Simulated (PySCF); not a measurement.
Species: C7H11NS.
SMILES with atom numbers: `[CH2:1]=[CH:2][CH2:3][C@H:4]([CH2:5][C:6]#[N:7])[S:8][CH3:9]` (hydrogens: H10, H11 on C1; H12 on C2; H13, H14 on C3; H15 on C4; H16, H17 on C5; H18, H19, H20 on C9)

A GFN2-xTB structure was refined with PBE0-D3(BJ)/def2-SVP geometry optimisation, gas phase (PySCF). Its GFN2-xTB values:

| coordinate | GFN2-xTB |
| --- | --- |
| C1=C2 | 1.319 Å |
| C1–H10 | 1.076 Å |
| C1–H11 | 1.078 Å |
| C2–H12 | 1.082 Å |
| C3–C4 | 1.531 Å |
| C3–H13 | 1.093 Å |
| C3–H14 | 1.094 Å |
| C4–C5 | 1.532 Å |
| C4–S8 | 1.841 Å |
| C4–H15 | 1.095 Å |
| C5–C6 | 1.440 Å |
| C5–H16 | 1.094 Å |
| C5–H17 | 1.094 Å |
| C6≡N7 | 1.143 Å |
| S8–C9 | 1.813 Å |
| C9–H18 | 1.085 Å |
| C1–C2–C3 | 124.1° |
| C2–C3–C4 | 112.2° |
| C3–C4–C5 | 111.5° |
| C3–C4–S8 | 112.4° |
| C4–C5–C6 | 110.5° |
| C4–S8–C9 | 100.1° |
| C5–C4–S8 | 107.3° |
| C5–C6–N7 | 178.8° |
| C1–C2–C3–C4 | -119° |
| C3–C4–C5–C6 | 62° |
| C3–C4–S8–C9 | -74° |

Problem. How do these coordinates change at the PBE0-D3(BJ)/def2-SVP level?

Solution. 
```
 coordinate  PBE0-D3(BJ)/def2-SVP (Å or °)  change
     C1–H11                          1.095  +0.017
     C1–H10                          1.093  +0.017
      C5–C6                          1.456  +0.016
      C1=C2                          1.334  +0.015
     C2–H12                          1.097  +0.015
      C4–S8                          1.827  -0.014
      C6≡N7                          1.157  +0.014
     C9–H18                          1.099  +0.014
      S8–C9                          1.802  -0.011
     C3–H13                          1.103  +0.010
     C3–H14                          1.103  +0.009
     C5–H16                          1.103  +0.009
     C4–H15                          1.103  +0.008
     C5–H17                          1.101  +0.007
      C3–C4                          1.533  +0.002
      C4–C5                          1.534  +0.002
   C3–C4–S8                          114.0    +1.6
   C2–C3–C4                          113.8    +1.6
   C4–C5–C6                          112.0    +1.5
   C5–C4–S8                          106.1    -1.2
   C3–C4–C5                          112.4    +0.9
   C5–C6–N7                          178.3    -0.5
   C4–S8–C9                          100.3    +0.2
   C1–C2–C3                          124.4    +0.3
C3–C4–S8–C9                            -69      +5
C3–C4–C5–C6                             58      -4
C1–C2–C3–C4                           -116      +3
```

The energy falls by 7.9 kJ/mol over 6 energy and gradient evaluations, the largest force component goes from 0.0269 to 2.4e-04 Eh/bohr, and the atoms move by 0.071 Å rms after alignment. Among the bonds, C5–C6, C1–H10 and C1–H11 change most and about equally (+0.016 to +0.017 Å). Bonds longer at the end by more than 0.005 Å: 14 of 19; shorter: 2. Rotational constants go from 1794, 940.7, 716.2 to 1809, 930.1, 709.6 MHz.

The run used 185 basis functions and 43 SCF cycles in all. Cost: about 3 min of CPU time on one thread; the machine was shared, so the figure is rough.

PBE0-D3(BJ)/def2-SVP frequencies: not computed here. One conformer, not necessarily the lowest.

The values belong to the conformer `[CH2:1]=[CH:2][CH2:3][C@H:4]([CH2:5][C:6]#[N:7])[S:8][CH3:9]`: C1–C2–C3–C4 -116°, C2–C3–C4–C5 58°, C3–C4–C5–C6 58°, C3–C4–S8–C9 -69°.
